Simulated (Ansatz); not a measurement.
**Nudged elastic band run: C2H9BSSi**

Input file:

```yaml
crystal:
  periodic: [false, false, false]
  atoms:
    - { symbol: B, position_ang: [-1.340768, 0.963884, 0.09499] }
    - { symbol: Si, position_ang: [-0.519024, -0.81699, 0.005309] }
    - { symbol: C, position_ang: [-0.316698, -1.99899, 1.454047] }
    - { symbol: S, position_ang: [0.71206, 1.074591, 0.381859] }
    - { symbol: C, position_ang: [1.342042, 1.455926, -1.296532] }
    - { symbol: H, position_ang: [-1.639845, 1.562943, -0.908963] }
    - { symbol: H, position_ang: [-1.857636, 1.248896, 1.149692] }
    - { symbol: H, position_ang: [0.070124, -1.404481, -1.234757] }
    - { symbol: H, position_ang: [-0.550516, -1.488306, 2.400791] }
    - { symbol: H, position_ang: [-1.020769, -2.841553, 1.343881] }
    - { symbol: H, position_ang: [0.702554, -2.411742, 1.50992] }
    - { symbol: H, position_ang: [2.34013, 1.013528, -1.415801] }
    - { symbol: H, position_ang: [0.661946, 1.064528, -2.064196] }
    - { symbol: H, position_ang: [1.403198, 2.548465, -1.391339] }
basis:
  gaussian: { orbitals: def2-SVP }
hamiltonian:
  xc: b3lyp
  dispersion: d4
neb:
  order_check: false
  images: 9
  f_tol: 0.05
  max_iterations: 34
  final_atoms:
    - { symbol: B, position_ang: [-1.36297012, 1.07485033, -0.0332107] }
    - { symbol: Si, position_ang: [-0.37455429, -0.67701915, -0.32811065] }
    - { symbol: C, position_ang: [0.03605255, -1.75573821, 1.17076576] }
    - { symbol: S, position_ang: [0.5732013, 1.87533297, 0.16650873] }
    - { symbol: C, position_ang: [1.18518665, 0.40443385, -0.78141063] }
    - { symbol: H, position_ang: [-1.79384863, 1.56765066, -1.05668558] }
    - { symbol: H, position_ang: [-1.97195834, 1.33636242, 0.98006469] }
    - { symbol: H, position_ang: [-0.71402248, -1.57789082, -1.47693627] }
    - { symbol: H, position_ang: [0.39481373, -1.13929755, 2.01120555] }
    - { symbol: H, position_ang: [-0.86407626, -2.29117174, 1.51562027] }
    - { symbol: H, position_ang: [0.80722359, -2.50802691, 0.93697634] }
    - { symbol: H, position_ang: [2.2052215, 0.13531554, -0.47128853] }
    - { symbol: H, position_ang: [1.1794051, 0.65844028, -1.85114063] }
    - { symbol: H, position_ang: [0.68712371, 2.86745733, -0.75345736] }
  initial_path:
    images:
      - { positions_ang: [[-1.340768, 0.963884, 0.09499], [-0.519024, -0.81699, 0.005309], [-0.316698, -1.99899, 1.454047], [0.71206, 1.074591, 0.381859], [1.342042, 1.455926, -1.296532], [-1.639845, 1.562943, -0.908963], [-1.857636, 1.248896, 1.149692], [0.070124, -1.404481, -1.234757], [-0.550516, -1.488306, 2.400791], [-1.020769, -2.841553, 1.343881], [0.702554, -2.411742, 1.50992], [2.34013, 1.013528, -1.415801], [0.661946, 1.064528, -2.064196], [1.403198, 2.548465, -1.391339]] }
      - { positions_ang: [[-1.42828426, 0.86657643, 0.07109935], [-0.45129679, -0.753555, 0.00911114], [-0.30526962, -1.93140645, 1.45726386], [0.88429034, 1.02966002, 0.35273708], [1.35804209, 1.45366979, -1.33431431], [-1.71244519, 1.51632067, -0.90623718], [-2.01278872, 1.06847992, 1.0768967], [0.05696766, -1.37612771, -1.23175259], [-0.50649496, -1.40230883, 2.41283133], [-1.03344474, -2.7433092, 1.35480879], [0.70323748, -2.37846178, 1.51613806], [2.18629796, 0.93560778, -1.56637893], [0.60965796, 1.24848099, -1.98464639], [1.6383288, 2.43707237, -1.19865592]] }
      - { positions_ang: [[-1.51580052, 0.76926885, 0.04720869], [-0.38356958, -0.69012, 0.01291328], [-0.29384125, -1.86382289, 1.46048071], [1.05652067, 0.98472904, 0.32361517], [1.37404218, 1.45141358, -1.37209662], [-1.78504537, 1.46969833, -0.90351136], [-2.16794143, 0.88806385, 1.00410139], [0.04381132, -1.34777442, -1.22874817], [-0.46247392, -1.31631167, 2.42487167], [-1.04612049, -2.6450654, 1.36573659], [0.70392096, -2.34518156, 1.52235613], [2.03246592, 0.85768755, -1.71695685], [0.55736992, 1.43243399, -1.90509678], [1.87345959, 2.32567975, -1.00597285]] }
      - { positions_ang: [[-1.60331679, 0.67196128, 0.02331804], [-0.31584238, -0.626685, 0.01671542], [-0.28241287, -1.79623934, 1.46369757], [1.22875101, 0.93979807, 0.29449325], [1.39004227, 1.44915737, -1.40987894], [-1.85764556, 1.423076, -0.90078554], [-2.32309415, 0.70764777, 0.93130609], [0.03065499, -1.31942113, -1.22574376], [-0.41845288, -1.2303145, 2.436912], [-1.05879623, -2.54682161, 1.37666438], [0.70460444, -2.31190135, 1.52857419], [1.87863388, 0.77976733, -1.86753478], [0.50508188, 1.61638698, -1.82554717], [2.10859039, 2.21428712, -0.81328977]] }
      - { positions_ang: [[-1.69083305, 0.5746537, -0.00057261], [-0.24811517, -0.56325, 0.02051757], [-0.2709845, -1.72865578, 1.46691443], [1.40098134, 0.89486709, 0.26537134], [1.40604236, 1.44690116, -1.44766125], [-1.93024574, 1.37645366, -0.89805972], [-2.47824687, 0.52723169, 0.85851079], [0.01749865, -1.29106784, -1.22273934], [-0.37443184, -1.14431733, 2.44895234], [-1.07147198, -2.44857781, 1.38759218], [0.70528793, -2.27862113, 1.53479226], [1.72480184, 0.70184711, -2.0181127], [0.45279383, 1.80033998, -1.74599756], [2.34372119, 2.10289449, -0.6206067]] }
      - { positions_ang: [[-1.77834931, 0.47734613, -0.02446327], [-0.18038796, -0.499815, 0.02431971], [-0.25955612, -1.66107223, 1.47013128], [1.57321168, 0.84993611, 0.23624942], [1.42204245, 1.44464496, -1.48544356], [-2.00284593, 1.32983133, -0.8953339], [-2.63339959, 0.34681562, 0.78571549], [0.00434231, -1.26271455, -1.21973493], [-0.3304108, -1.05832016, 2.46099267], [-1.08414772, -2.35033401, 1.39851997], [0.70597141, -2.24534091, 1.54101032], [1.5709698, 0.62392689, -2.16869063], [0.40050579, 1.98429297, -1.66644795], [2.57885199, 1.99150186, -0.42792362]] }
      - { positions_ang: [[-1.69527347, 0.59684697, -0.02621275], [-0.21922123, -0.53525583, -0.04616636], [-0.20043439, -1.68000543, 1.41025818], [1.3732096, 1.05501548, 0.22230128], [1.37467129, 1.23660273, -1.34463697], [-1.96104647, 1.37739519, -0.92760424], [-2.50111134, 0.54472498, 0.82458533], [-0.13933065, -1.3257498, -1.2711752], [-0.18536589, -1.07451564, 2.37103525], [-1.04013343, -2.33850156, 1.42194003], [0.72622184, -2.29787811, 1.42020353], [1.69782014, 0.52620462, -1.82921021], [0.55628566, 1.71912243, -1.70338649], [2.20050633, 2.16669296, -0.49303037]] }
      - { positions_ang: [[-1.61219764, 0.71634781, -0.02796224], [-0.25805449, -0.57069666, -0.11665244], [-0.14131266, -1.69893862, 1.35038507], [1.17320753, 1.26009485, 0.20835315], [1.32730013, 1.02856051, -1.20383039], [-1.91924701, 1.42495906, -0.95987457], [-2.36882309, 0.74263434, 0.86345517], [-0.2830036, -1.38878506, -1.32261547], [-0.04032099, -1.09071112, 2.28107782], [-0.99611914, -2.3266691, 1.44536009], [0.74647228, -2.35041531, 1.29939673], [1.82467048, 0.42848235, -1.48972979], [0.71206552, 1.4539519, -1.74032502], [1.82216068, 2.34188405, -0.55813712]] }
      - { positions_ang: [[-1.5291218, 0.83584865, -0.02971173], [-0.29688776, -0.60613749, -0.18713851], [-0.08219092, -1.71787182, 1.29051197], [0.97320545, 1.46517423, 0.19440501], [1.27992897, 0.82051829, -1.0630238], [-1.87744755, 1.47252293, -0.99214491], [-2.23653484, 0.9405437, 0.90232501], [-0.42667656, -1.45182031, -1.37405573], [0.10472392, -1.10690659, 2.1911204], [-0.95210485, -2.31483665, 1.46878015], [0.76672272, -2.40295251, 1.17858994], [1.95152082, 0.33076008, -1.15024937], [0.86784538, 1.18878136, -1.77726356], [1.44381502, 2.51707514, -0.62324387]] }
      - { positions_ang: [[-1.44604596, 0.95534949, -0.03146121], [-0.33572102, -0.64157832, -0.25762458], [-0.02306919, -1.73680502, 1.23063887], [0.77320337, 1.6702536, 0.18045687], [1.23255781, 0.61247607, -0.92221722], [-1.83564809, 1.52008679, -1.02441524], [-2.10424659, 1.13845306, 0.94119485], [-0.57034952, -1.51485557, -1.425496], [0.24976882, -1.12310207, 2.10116297], [-0.90809055, -2.3030042, 1.49220021], [0.78697315, -2.45548971, 1.05778314], [2.07837116, 0.23303781, -0.81076895], [1.02362524, 0.92361082, -1.81420209], [1.06546937, 2.69226623, -0.68835062]] }
      - { positions_ang: [[-1.36297012, 1.07485033, -0.0332107], [-0.37455429, -0.67701915, -0.32811065], [0.03605255, -1.75573821, 1.17076576], [0.5732013, 1.87533297, 0.16650873], [1.18518665, 0.40443385, -0.78141063], [-1.79384863, 1.56765066, -1.05668558], [-1.97195834, 1.33636242, 0.98006469], [-0.71402248, -1.57789082, -1.47693627], [0.39481373, -1.13929755, 2.01120555], [-0.86407626, -2.29117174, 1.51562027], [0.80722359, -2.50802691, 0.93697634], [2.2052215, 0.13531554, -0.47128853], [1.1794051, 0.65844028, -1.85114063], [0.68712371, 2.86745733, -0.75345736]] }
```

Run as:

```bash
$ ansatz run input.yaml --threads 2 --pin off --max-ram 3072MiB --backend cpu --events-out ev --progress --plain --runs-dir out
```

Output, in part (warnings, iteration lines):

```
NEB end point (image 0): max|allowed force component| = 9.408e-3 eV/Å (the criterion of neb.relax_end_points is 1.000e-2)
NEB end point (image 10): max|allowed force component| = 1.654e-2 eV/Å (the criterion of neb.relax_end_points is 1.000e-2)
NEB iter   1: max|band force component| = 2.081e1 eV/Å  barrier→ = 11.6469 eV  barrier← = 10.9466 eV  Δτ_max = 0.2000 Å  (295 SCF iters)
NEB iter   2: max|band force component| = 1.011e1 eV/Å  barrier→ = 4.9015 eV  barrier← = 4.2012 eV  Δτ_max = 0.2000 Å  (268 SCF iters)
NEB iter   3: max|band force component| = 4.769e0 eV/Å  barrier→ = 2.2097 eV  barrier← = 1.5094 eV  Δτ_max = 0.2000 Å  (265 SCF iters)
NEB iter   4: max|band force component| = 4.418e0 eV/Å  barrier→ = 1.7004 eV  barrier← = 1.0001 eV  Δτ_max = 0.1009 Å  (258 SCF iters)
NEB iter   5: max|band force component| = 1.117e0 eV/Å  barrier→ = 1.5642 eV  barrier← = 0.8639 eV  Δτ_max = 0.2000 Å  (259 SCF iters)
NEB iter   6: max|band force component| = 7.408e-1 eV/Å  barrier→ = 1.4651 eV  barrier← = 0.7648 eV  Δτ_max = 0.1994 Å  (254 SCF iters)
NEB iter   7: max|band force component| = 1.118e0 eV/Å  barrier→ = 1.4395 eV  barrier← = 0.7392 eV  Δτ_max = 0.2000 Å  (254 SCF iters)
NEB iter   8: max|band force component| = 1.270e0 eV/Å  barrier→ = 1.3776 eV  barrier← = 0.6773 eV  Δτ_max = 0.1987 Å  (253 SCF iters)
NEB iter   9: max|band force component| = 1.136e0 eV/Å  barrier→ = 1.4844 eV  barrier← = 0.7840 eV  Δτ_max = 0.1998 Å  (242 SCF iters)
NEB iter  10: max|band force component| = 1.110e0 eV/Å  barrier→ = 1.8097 eV  barrier← = 1.1094 eV  Δτ_max = 0.1996 Å  (251 SCF iters)
NEB iter  11: max|band force component| = 1.021e0 eV/Å  barrier→ = 1.9802 eV  barrier← = 1.2799 eV  Δτ_max = 0.1993 Å  (253 SCF iters)
NEB iter  12: max|band force component| = 1.230e0 eV/Å  barrier→ = 2.1395 eV  barrier← = 1.4392 eV  Δτ_max = 0.1997 Å  (253 SCF iters)
NEB iter  13: max|band force component| = 1.698e0 eV/Å  barrier→ = 2.4809 eV  barrier← = 1.7806 eV  Δτ_max = 0.1990 Å  (254 SCF iters)
NEB iter  14: max|band force component| = 1.692e0 eV/Å  barrier→ = 2.9581 eV  barrier← = 2.2578 eV  Δτ_max = 0.1998 Å  (248 SCF iters)
NEB iter  15: max|band force component| = 1.953e0 eV/Å  barrier→ = 3.4586 eV  barrier← = 2.7583 eV  Δτ_max = 0.1002 Å  (259 SCF iters)
NEB iter  16: max|band force component| = 1.752e0 eV/Å  barrier→ = 3.4099 eV  barrier← = 2.7096 eV  Δτ_max = 0.1004 Å  (262 SCF iters)
NEB iter  17: max|band force component| = 1.980e0 eV/Å  barrier→ = 3.3602 eV  barrier← = 2.6599 eV  Δτ_max = 0.2000 Å  (256 SCF iters)
NEB iter  18: max|band force component| = 2.026e0 eV/Å  barrier→ = 3.2551 eV  barrier← = 2.5547 eV  Δτ_max = 0.1004 Å  (261 SCF iters)
NEB iter  19: max|band force component| = 1.751e0 eV/Å  barrier→ = 3.2785 eV  barrier← = 2.5781 eV  Δτ_max = 0.1003 Å  (256 SCF iters)
NEB iter  20: max|band force component| = 1.902e0 eV/Å  barrier→ = 3.3509 eV  barrier← = 2.6506 eV  Δτ_max = 0.0998 Å  (260 SCF iters)
NEB iter  21: max|band force component| = 1.704e0 eV/Å  barrier→ = 3.1472 eV  barrier← = 2.4469 eV  Δτ_max = 0.2000 Å  (261 SCF iters)
NEB iter  22: max|band force component| = 2.583e0 eV/Å  barrier→ = 3.0427 eV  barrier← = 2.3424 eV  Δτ_max = 0.2000 Å  (260 SCF iters)
NEB iter  23: max|band force component| = 1.916e0 eV/Å  barrier→ = 3.1219 eV  barrier← = 2.4215 eV  Δτ_max = 0.2000 Å  (264 SCF iters)
NEB iter  24: max|band force component| = 1.793e0 eV/Å  barrier→ = 3.0964 eV  barrier← = 2.3961 eV  Δτ_max = 0.1977 Å  (258 SCF iters)
NEB iter  25: max|band force component| = 1.260e0 eV/Å  barrier→ = 2.9195 eV  barrier← = 2.2192 eV  Δτ_max = 0.1995 Å  (265 SCF iters)
NEB iter  26: max|band force component| = 9.035e-1 eV/Å  barrier→ = 2.8549 eV  barrier← = 2.1546 eV  Δτ_max = 0.1993 Å  (256 SCF iters)
NEB iter  27: max|band force component| = 1.057e0 eV/Å  barrier→ = 2.7445 eV  barrier← = 2.0442 eV  Δτ_max = 0.1000 Å  (261 SCF iters)
NEB iter  28: max|band force component| = 6.802e-1 eV/Å  barrier→ = 2.6674 eV  barrier← = 1.9671 eV  Δτ_max = 0.0999 Å  (258 SCF iters)
NEB iter  29: max|band force component| = 9.084e-1 eV/Å  barrier→ = 2.5611 eV  barrier← = 1.8608 eV  Δτ_max = 0.0500 Å  (255 SCF iters)
NEB iter  30: max|band force component| = 9.895e-1 eV/Å  barrier→ = 2.5475 eV  barrier← = 1.8471 eV  Δτ_max = 0.0998 Å  (247 SCF iters)
NEB iter  31: max|band force component| = 9.944e-1 eV/Å  barrier→ = 2.5044 eV  barrier← = 1.8041 eV  Δτ_max = 0.2000 Å  (254 SCF iters)
NEB iter  32: max|band force component| = 9.487e-1 eV/Å  barrier→ = 2.3991 eV  barrier← = 1.6987 eV  Δτ_max = 0.2000 Å  (250 SCF iters)
NEB iter  33: max|band force component| = 1.811e0 eV/Å  barrier→ = 2.2191 eV  barrier← = 1.5188 eV  CI = image 5  Δτ_max = 0.1988 Å  (253 SCF iters)
NEB iter  34: max|band force component| = 2.023e0 eV/Å  barrier→ = 2.5091 eV  barrier← = 1.8088 eV  CI = image 5  Δτ_max = 0.2000 Å  (254 SCF iters)
Error: NEB band did not converge after 34 iterations: max|band force component| = 2.02e0 eV/Å (threshold 5.0e-2); raise `neb.max_iterations` in a new run, which can start from the last band evaluated (`neb.initial_path`, with `crystal.atoms` and `neb.final_atoms` set to its first and last images), …
```

The run ended unconverged. The band didn't meet its force threshold, so its energies are provisional: the largest band force was still 2.02 eV/Å, and over the last iterations the top moved between 2.22 and 2.51 eV. The orbitals stay closed-shell, which can raise the energy where a bond breaks towards radicals; this wasn't checked here.

Final band (atoms are numbered from 1 in the order of the input):

```json
{"image": "0", "path coordinate (Å)": "0.00", "energy (eV)": "0.00", "C5–H14 (Å)": "1.10", "Si2–C5 (Å)": "3.21", "S4–H14 (Å)": "2.41"}
{"image": "1", "path coordinate (Å)": "0.88", "energy (eV)": "0.07", "C5–H14 (Å)": "1.10", "Si2–C5 (Å)": "3.22", "S4–H14 (Å)": "2.43"}
{"image": "2", "path coordinate (Å)": "1.76", "energy (eV)": "0.26", "C5–H14 (Å)": "1.10", "Si2–C5 (Å)": "3.18", "S4–H14 (Å)": "2.45"}
{"image": "3", "path coordinate (Å)": "2.65", "energy (eV)": "0.52", "C5–H14 (Å)": "1.10", "Si2–C5 (Å)": "3.06", "S4–H14 (Å)": "2.46"}
{"image": "4", "path coordinate (Å)": "3.53", "energy (eV)": "1.26", "C5–H14 (Å)": "1.09", "Si2–C5 (Å)": "2.85", "S4–H14 (Å)": "2.38"}
{"image": "5", "path coordinate (Å)": "4.41", "energy (eV)": "2.51", "C5–H14 (Å)": "1.16", "Si2–C5 (Å)": "2.33", "S4–H14 (Å)": "1.93"}
{"image": "6", "path coordinate (Å)": "5.28", "energy (eV)": "1.89", "C5–H14 (Å)": "1.89", "Si2–C5 (Å)": "1.96", "S4–H14 (Å)": "1.38"}
{"image": "7", "path coordinate (Å)": "6.16", "energy (eV)": "0.76", "C5–H14 (Å)": "2.37", "Si2–C5 (Å)": "1.94", "S4–H14 (Å)": "1.35"}
{"image": "8", "path coordinate (Å)": "7.03", "energy (eV)": "0.71", "C5–H14 (Å)": "2.46", "Si2–C5 (Å)": "1.95", "S4–H14 (Å)": "1.35"}
{"image": "9", "path coordinate (Å)": "7.90", "energy (eV)": "0.71", "C5–H14 (Å)": "2.49", "Si2–C5 (Å)": "1.95", "S4–H14 (Å)": "1.35"}
{"image": "10", "path coordinate (Å)": "8.77", "energy (eV)": "0.70", "C5–H14 (Å)": "2.51", "Si2–C5 (Å)": "1.95", "S4–H14 (Å)": "1.36"}
```

Time of the run: 15 min on 2 threads of Arm Neoverse V2, on a shared host, peak memory 0.32 GiB.
